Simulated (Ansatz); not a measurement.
A structure relaxed at PBE0-D4/def2-TZVP, charge 0, multiplicity 1:

```xyz
11

F     2.0090   -1.6024    0.2547
C     0.9262   -1.0942   -0.3444
F     0.2530   -2.0981   -0.9021
F     1.3386   -0.2859   -1.3249
C     0.0940   -0.3451    0.6765
O    -1.0499    0.1870    0.0658
B    -1.1625    1.5054   -0.1729
Cl   -2.5983    2.0713   -0.9877
H     0.7254    0.4306    1.1186
H    -0.2103   -1.0536    1.4488
H    -0.3251    2.2851    0.1675
```

Q: Give its formula and SMILES.

A: C2H3BClF3O, `FC(F)(F)COBCl`.

Q: Summarise the bond lengths by kind.

A: 3 × C–F 1.331 to 1.338 Å; 1 × C–C 1.515 Å; 1 × C–O 1.402 Å; 2 × C–H 1.091 to 1.094 Å; 1 × B–O 1.345 Å; 1 × B–Cl 1.745 Å; 1 × B–H 1.194 Å.

Computed with Ansatz.
